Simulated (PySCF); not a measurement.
Species: C4H12GeO.
Numbering: `[CH3:1][CH2:2][CH2:3][GeH2:4][O:5][CH3:6]` (hydrogens: H7, H8, H9 on C1; H10, H11 on C2; H12, H13 on C3; H14, H15 on Ge4; H16, H17, H18 on C6)

Structure used (PBE0-D3(BJ)/def2-SVP), in Å, numbered top down from 1:
```xyz
18
C4H12GeO angstrom
C     -2.069    1.069    0.509
C     -1.790   -0.028   -0.507
C     -0.880   -1.139    0.013
Ge     0.947   -0.566    0.376
O      1.379    0.402   -1.064
C      2.613    1.046   -1.155
H     -2.751    1.829    0.100
H     -2.532    0.662    1.423
H     -1.145    1.588    0.811
H     -1.333    0.414   -1.408
H     -2.746   -0.474   -0.832
H     -1.288   -1.587    0.936
H     -0.804   -1.956   -0.722
H      1.926   -1.760    0.487
H      1.110    0.337    1.623
H      3.466    0.340   -1.147
H      2.653    1.603   -2.106
H      2.776    1.774   -0.336
```

The calculation used PySCF 2.14.0, density-fitted response routines, TDDFT wB97X-D/def2-SVPD, vertical, gas phase, core orbitals frozen in the response. Relativistic effects, spin–orbit coupling among them, are left out although an element past zinc is present.

Transition dipole moments from the ground state, in atomic units and in the frame of the coordinates above (overall signs are arbitrary), for the states with f of 0.002 or more among the lowest 10:

```json
{"state": "S2", "E (eV)": "7.649", "μx": "0.109", "μy": "0.501", "μz": "0.011"}
{"state": "S3", "E (eV)": "7.662", "μx": "0.430", "μy": "-0.266", "μz": "-0.332"}
{"state": "S6", "E (eV)": "8.226", "μx": "0.036", "μy": "-0.276", "μz": "0.255"}
{"state": "S7", "E (eV)": "8.479", "μx": "0.095", "μy": "-0.211", "μz": "-0.186"}
{"state": "S8", "E (eV)": "8.561", "μx": "0.680", "μy": "-0.008", "μz": "0.553"}
{"state": "S9", "E (eV)": "8.682", "μx": "0.105", "μy": "-0.059", "μz": "-0.049"}
{"state": "S10", "E (eV)": "8.793", "μx": "0.340", "μy": "0.188", "μz": "-0.174"}
```

What oscillator strength does each state have?

f = (2/3) ΔE |μ|² with ΔE in hartree (27.2114 eV).

```tsv
state	|μ|² (au)	|μ| (D)	f
S2	0.263	1.30	0.049
S3	0.366	1.54	0.069
S6	0.143	0.96	0.029
S7	0.088	0.75	0.018
S8	0.769	2.23	0.161
S9	0.017	0.33	0.004
S10	0.181	1.08	0.039
```

Which bond between heavy atoms lies closest to the direction of the S8 transition dipole?

C3–Ge4, at 33° from it; next C2–C3 at 47°.

What angle do the transition dipoles of S2 and S7 make?

|cos θ| = |μa·μb| / (|μa| |μb|) = 0.64, so θ ≈ 50° (taken between 0 and 90°, since the signs are arbitrary).

How is the summed strength of these states shared among x, y and z?

(2/3) Σ ΔE μα² gives 0.163 for x, 0.093 for y and 0.112 for z, 0.369 in all.

What peak molar absorption coefficient would the strongest computed level give as a lone Gaussian band 0.5 eV wide at half height?

ε(max) = 2.175×10⁸ f / FWHM, with the width in cm⁻¹. S8: 2.175×10⁸ × 0.1612 / 4033 ≈ 8700 L mol⁻¹ cm⁻¹.

The vertical ionisation energy (ΔSCF) is 9.78 eV, 0.99 eV above S10.

One conformer stands for the species.

Without π bonds the low states may be Rydberg-like; a valence basis with one diffuse set may place them up to an eV too high.
